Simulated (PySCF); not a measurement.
## Orbital picture of TeSe

revPBE at R = 2.355 Å; basis Te x2c-TZVPPall, Se x2c-TZVPPall; spin-free X2C with a Gaussian nucleus; PySCF 2.14. State: ³Σ⁻ (triplet), unpaired electrons π ↑↑. Only the outer orbitals are listed, counted within each symmetry.

| spin | orbital | occ. | ε (eV) | on Te (%) | main shells (%) |
| --- | --- | --- | --- | --- | --- |
| α | 16σ | 1 | -18.49 | 27 | 70 Se s, 24 Te s |
| α | 17σ | 1 | -14.80 | 69 | 68 Te s, 26 Se s |
| α | 18σ | 1 | -8.46 | 46 | 51 Se p, 41 Te p |
| α | 9π | 1 | -7.58 | 47 | 52 Se p, 46 Te p |
| α | 9π | 1 | -7.58 | 47 | 52 Se p, 46 Te p |
| α | 10π | 1 | -5.33 | 54 | 53 Te p, 45 Se p |
| α | 10π | 1 | -5.33 | 54 | 53 Te p, 45 Se p |
| α | 19σ | 0 | -2.00 | 60 | 53 Te p, 40 Se p |
| α | 20σ | 0 | 3.73 | 53 | 30 Se d, 26 Te d, 19 Te s |
| α | 4δ | 0 | 3.78 | 78 | 78 Te d, 22 Se d |
| β | 16σ | 1 | -17.94 | 30 | 66 Se s, 25 Te s |
| β | 17σ | 1 | -14.00 | 67 | 66 Te s, 28 Se s |
| β | 18σ | 1 | -8.09 | 46 | 50 Se p, 40 Te p |
| β | 9π | 1 | -6.80 | 46 | 52 Se p, 44 Te p |
| β | 9π | 1 | -6.80 | 46 | 52 Se p, 44 Te p |
| β | 10π | 0 | -4.27 | 55 | 54 Te p, 44 Se p |
| β | 10π | 0 | -4.27 | 55 | 54 Te p, 44 Se p |
| β | 19σ | 0 | -1.60 | 60 | 54 Te p, 40 Se p |

Problem. Which are the highest filled and the lowest empty level, where do they sit, and how wide is the gap?

Solution. Highest filled α 10π at -5.33 eV (in %: 53 Te p, 45 Se p); lowest empty β 10π at -4.27 eV (in %: 54 Te p, 44 Se p); the gap at revPBE is 1.06 eV. Both belong to one degenerate shell, split only by its one-sided filling, so this is no excitation gap.

- bond order (Mayer): 2.07
- ⟨S²⟩: 2.004
- charge on Te (Mulliken, basis-dependent): 0.19
- charge on Te (Löwdin, basis-dependent): 0.18
- dipole moment (positive dipole means Te(−)Se(+)): -0.89 D

Spin–orbit coupling is left out. The state is the lowest determinant that a PBE0 search found; another state may lie lower at other levels.
